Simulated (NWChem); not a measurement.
System: CH3ClSTe; SMILES CS[Te]Cl

Here is an NWChem input.

```
start job
memory heap 200 mb stack 900 mb global 1100 mb
geometry units angstroms noautosym nocenter noautoz
  Te     0.646022    -0.414075    -0.026077
  Cl    -1.324657    -1.769835     0.102043
  S     -0.176441     1.702345     0.632921
  C     -0.920969     2.387879    -0.877023
  H     -0.180663     2.488397    -1.681552
  H     -1.296461     3.384431    -0.599037
  H     -1.763456     1.765523    -1.206486
end
basis spherical
  * library def2-svpd
end
ecp
  Te library def2-ecp
end
dft
  xc b3lyp
  iterations 150
end
property
  response 1 0.0
end
task dft property
```

The geometry was optimised at PBE0/def2-SVP. Not confirmed as a minimum by frequencies. def2 effective core potentials on Te; no spin-orbit coupling.

Static field.

What results follow from this input? (B3LYP/def2-SVPD with def2 effective core potentials on Te.) Quantities: isotropic polarisability (bohr³); anisotropy (bohr³).


```json
{
 "isotropic polarisability (bohr³)": "94.0",
 "anisotropy (bohr³)": "41.2"
}
```
